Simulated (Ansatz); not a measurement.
Geometry optimisation, RKS PBE/def2-SVP (Ansatz).

The input (input.yaml):

```yaml
crystal:
  periodic: [false, false, false]
  atoms:
    - { symbol: B, position_ang: [-0.10588, 0.581496, -0.434404] }
    - { symbol: "N", position_ang: [0.013763, -0.013491, 2.238339] }
    - { symbol: H, position_ang: [-0.783425, -0.373859, 2.780202] }
    - { symbol: H, position_ang: [0.869, -0.257117, 2.75867] }
    - { symbol: F, position_ang: [1.100462, 0.099763, -0.712956] }
    - { symbol: F, position_ang: [-1.19007, -0.138222, -0.7227] }
    - { symbol: S, position_ang: [-0.243851, 2.387797, 0.030065] }
    - { symbol: H, position_ang: [-1.602477, 2.359769, 0.096429] }
    - { symbol: H, position_ang: [-0.056722, 1.028064, 2.247156] }
basis:
  gaussian: { orbitals: def2-SVP }
hamiltonian:
  xc: pbe
relax:
  f_tol: 0.03
  max_steps: 50
```

Run as:

```bash
$ ansatz run input.yaml --threads 2 --pin off --max-ram 3072MiB --backend cpu --events-out ev --progress --plain --runs-dir out
```

Problem. Where does it end, and by what steps?

Solution. The forces met the threshold. The force dipped under the threshold on the way, but the program's further checks kept it going. After 20 steps the energy has fallen by 0.623 eV; H4 moved furthest, 1.03 Å. Joined: B1–N2 (2.74 → 1.69 Å).

```tsv
step	energy less start (eV)	largest force component (eV/Å)	accepted
0	0.0000	0.581	yes
1	-0.0835	0.990	yes
2	-0.1901	1.039	yes
3	-0.4280	0.754	yes
4	-0.5364	1.633	yes
5	-0.5813	0.588	yes
6	-0.5961	0.092	yes
7	-0.5989	0.109	yes
8	-0.6005	0.140	yes
9	-0.5929	0.617	no
10	-0.6026	0.101	yes
11	-0.6070	0.027	yes
12	-0.6082	0.225	yes
13	-0.6149	0.165	yes
14	-0.6198	0.016	yes
15	-0.5841	0.936	no
16	-0.6207	0.133	yes
17	-0.6215	0.079	yes
18	-0.6225	0.039	yes
19	-0.6229	0.071	yes
20	-0.6231	0.023	yes
```

```xyz
9
Properties=species:S:1:pos:R:3
B -0.015 0.546 0.205
N 0.006 0.208 1.865
H -0.931 0.345 2.270
H 0.313 -0.762 2.050
F 1.293 0.326 -0.171
F -0.925 -0.364 -0.294
S -0.528 2.388 0.052
H -1.860 2.128 -0.035
H 0.648 0.859 2.340
```

Whether the end is a true minimum wasn't checked by a vibrational analysis.

Run time: 35 s on 2 threads of Arm Neoverse V1, with other jobs on the host, peak memory 0.14 GiB.
